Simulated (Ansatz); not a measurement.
Reaction (formal exchange of groups at the Se–C bond): `C=C[Se]CO` + GeH₄ → `C=C[Se][GeH3]` + CH₃OH

Isolated molecules relaxed with PBE0-D4/def2-TZVP in Ansatz; ΔE leaves out vibrations. CBS: MP2 limit from def2 TZ/QZ plus the TZ coupled-cluster correction, frozen cores. This one scheme is used for every species. Functionals use def2-TZVPP. B3LYP here is the variant with VWN-RPA as its local correlation; programs differ in this. HSE06 is defined as in plane-wave codes. For Ge, Se outer-core shells are correlated without core-valence functions, which leaves a few kJ/mol of doubt a bond. Scalar relativity is left out up to krypton. Each species was taken in one conformer, which may not be the lowest.

```csv
level,ΔE (kcal/mol),difference from CCSD(T)/CBS
PBE-D4,-17.8,2.1
revPBE-D4,-17.4,2.5
BLYP-D4,-18.0,1.9
r2SCAN-D4,-18.5,1.4
B97M-V,-17.8,2.1
PBE0-D4,-19.5,0.4
B3LYP-D4,-19.4,0.5
r2SCANh-D4,-19.1,0.8
r2SCAN0-D4,-19.9,0.0
BHLYP-D4,-21.4,-1.5
CAM-B3LYP-D4,-19.0,0.9
ωB97X-V,-19.1,0.8
ωB97M-V,-19.2,0.7
B2PLYP,-19.6,0.3
PBE-QIDH,-20.3,-0.4
PBE,-17.9,2.0
revPBE,-18.6,1.3
BLYP,-18.3,1.6
r2SCAN,-18.5,1.4
PBE0,-19.5,0.4
B3LYP,-19.5,0.4
r2SCANh,-19.1,0.8
r2SCAN0,-19.9,0.0
HSE06,-19.6,0.3
BHLYP,-20.9,-1.0
LC-ωPBE,-19.4,0.5
RPA@PBE/def2-TZVPP,-18.5,1.4
MP2/def2-SVP,-19.9,0.0
CCSD/def2-SVP,-19.8,0.1
CCSD(T)/def2-SVP,-19.1,0.8
HF/def2-TZVPP,-22.9,-3.0
MP2/def2-TZVPP,-19.8,0.1
SCS-MP2/def2-TZVPP,-19.9,0.0
CCSD/def2-TZVPP,-19.9,0.0
CCSD(T)/def2-TZVPP,-19.1,0.8
HF/def2-QZVPP,-22.7,-2.8
MP2/def2-QZVPP,-20.2,-0.3
SCS-MP2/def2-QZVPP,-20.2,-0.3
MP2/CBS(def2),-20.6,-0.7
CCSD/CBS(def2),-20.6,-0.7
CCSD(T)/CBS,-19.9,0
```

Largest T1 diagnostic among the species: 0.012.

In def2-TZVPP, CCSD(T) changes the Hartree–Fock value by +3.7 kcal/mol (the triples alone add +0.7 kcal/mol) and MP2 by +3.0 kcal/mol. At CCSD(T), def2-SVP lies +0.8 kcal/mol from the extrapolated value and def2-TZVPP +0.8 kcal/mol.
